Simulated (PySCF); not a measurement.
## Electron correlation in Zn⁺ (zinc, charge +1)

[Ar] 3d10 4s1, 2S determinant. Calculation: PySCF 2.14, in x2c-TZVPall (6s5p4d1f, 48 functions); scalar relativity by spin-free X2C-1e. Frozen: [Ar]; 11 electrons correlated.

MP2 pair energies summed by pair of shells (mhartree):

```
 pair   energy  share (%)
3d-3d  -349.91       94.6
3d-4s   -20.00        5.4
```

Total MP2 correlation energy: -369.92 mhartree.

Same-spin part -138.34 and opposite-spin part -231.58 mhartree; SCS-MP2 scales them by 1/3 and 6/5 to -324.00 mhartree.

```json
{"level": "CCSD", "correlation energy (mhartree)": "-335.34"}
{"level": "(T)", "correlation energy (mhartree)": "-6.27"}
{"level": "CCSD(T)", "correlation energy (mhartree)": "-341.61"}
```

Diagnostics: T1 = 0.011, D1 = 0.0251, largest double amplitude 0.018.

Q: Is a single reference adequate?

A: Yes: T1 lies below 0.03 and no double amplitude reaches 0.07.
